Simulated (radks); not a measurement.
Values are calculated unless marked as measured or tabulated.
Bi74+, 9 electrons, occupied as [He] 2s2 2p5.

Level of theory: scalar-relativistic Kohn-Sham, PBE, spin-polarised, spherical densities, finite nucleus; open shells are filled with parallel spins first (spin-orbit coupling, left out, can overturn this in heavy ions); Fermi nuclear charge, rms radius 5.5211 fm (a radial shooting solver on a logarithmic mesh with Libxc functionals).

Energy parts (eV):
total: -368092.49
kinetic: 437538.76
electron-nucleus: -822821.64
Hartree: 21103.38
exchange-correlation: -3912.99

Orbitals (lengths in bohr, moments of r in powers of bohr; r(max) is where P^2 peaks):
| orbital | occ. | eigenvalue (eV) | r(max) |
|---|---|---|---|
| 1s up | 1 | -98215.01 | 0.009657 |
| 1s down | 1 | -98197.92 | 0.009656 |
| 2s up | 1 | -23310.90 | 0.05560 |
| 2s down | 1 | -23283.36 | 0.05562 |
| 2p up | 3 | -21034.88 | 0.04619 |
| 2p down | 2 | -21003.06 | 0.04622 |

The highest occupied level is 2p down at -21003 eV. Spin moment in Bohr magnetons: 1.
